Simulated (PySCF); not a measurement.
All of these have the formula C6H14O. Theory: PySCF, TDDFT CAM-B3LYP/def2-SVPD, vertical, gas phase, core orbitals frozen in the response. Geometries: PBE0-D3(BJ)/def2-SVP; one conformer of each isolated species. Triplets are in the Tamm–Dancoff approximation.

**Question.** Rank by computed HOMO–LUMO gap, lowest first.
A. `CC(C)OC(C)C`
B. `OCCC(C)(C)C`
C. `O(CCCC)CC`
D. `CCCCCCO`

**Answer.** A (9.99 eV), C (10.24 eV), B (10.40 eV), D (10.59 eV).

```csv
SMILES,gap (eV),f (S1),LUMO (eV),first f ≥ 0.01 (nm),HOMO (eV),α (au),S1 mainly
CC(C)OC(C)C,9.99,0.007,1.33,156,-8.66,80.5,H→L (93%)
CCCCOCC,10.24,0.033,1.45,173,-8.80,81.6,H→L (83%)
CC(C)(C)CCO,10.40,0.008,1.15,152,-9.26,79.5,H→L (48%)
CCCCCCO,10.59,0.007,1.27,152,-9.31,81.0,H→L (72%)
```

H and L stand for HOMO and LUMO.

- `CC(C)OC(C)C`: Löwdin shares by element: HOMO oxygen 56%, carbon 23% or more (atoms not listed hold the other 21%); LUMO carbon 37% or more (atoms not listed hold the other 63%).
- `CCCCOCC`: Löwdin shares by element: HOMO oxygen 56%, carbon 20% or more, hydrogen 5% or more (atoms not listed hold the other 19%); LUMO carbon 37% or more, hydrogen 7% or more (atoms not listed hold the other 56%).
- `CC(C)(C)CCO`: Löwdin shares by element: HOMO oxygen 54%, carbon 24% or more, hydrogen 7% or more (atoms not listed hold the other 15%); LUMO carbon 25% or more, oxygen 10% (atoms not listed hold the other 65%).
- `CCCCCCO`: Löwdin shares by element: HOMO oxygen 55%, carbon 25% or more, hydrogen 7% or more; LUMO carbon 23% or more, oxygen 20%, hydrogen 14% or more (atoms not listed hold the other 43%).
